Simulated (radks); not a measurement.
Excited configurations of Sr+: one electron is placed in a higher orbital outside [Kr]. The ground configuration is [Kr] 5s1. All-electron calculation, scalar-relativistic Kohn-Sham, LDA (Slater exchange, Perdew-Wang correlation), spin-polarised, spherical densities, point nucleus; open shells are filled with parallel spins first (spin-orbit coupling, left out, can overturn this in heavy ions). Program: a radial shooting solver on a logarithmic mesh with Libxc functionals. Excitation = E - E(ground); binding = E(ion) - E, where the ion is the core of charge +2; n* = 2/sqrt(2 binding) in atomic units, and the quantum defect is n - n*.

| outer orbital | excitation (eV) | binding (eV) | n* | quantum defect | eigenvalue (eV) |
|---|---|---|---|---|---|
| 4d | 1.840 | 9.522 | 2.391 | 1.609 | -5.975 |
| 5p | 3.068 | 8.294 | 2.562 | 2.438 | -6.374 |
| 5d | 6.589 | 4.772 | 3.377 | 1.623 | -3.630 |
| 5f | 8.972 | 2.389 | 4.772 | 0.228 | -1.839 |
| 6p | 6.967 | 4.395 | 3.519 | 2.481 | -3.484 |
| 6f | 9.664 | 1.698 | 5.662 | 0.338 | -1.346 |
| 7p | 8.626 | 2.736 | 4.460 | 2.540 | -2.210 |
| 7f | 10.097 | 1.264 | 6.561 | 0.439 | -1.021 |

The Delta-SCF ionisation energy is 11.362 eV (NIST Atomic Spectra Database: 11.030 eV, measured). Self-interaction in the functional shifts the binding energies and quantum defects, so they are the method's values and not measured ones.
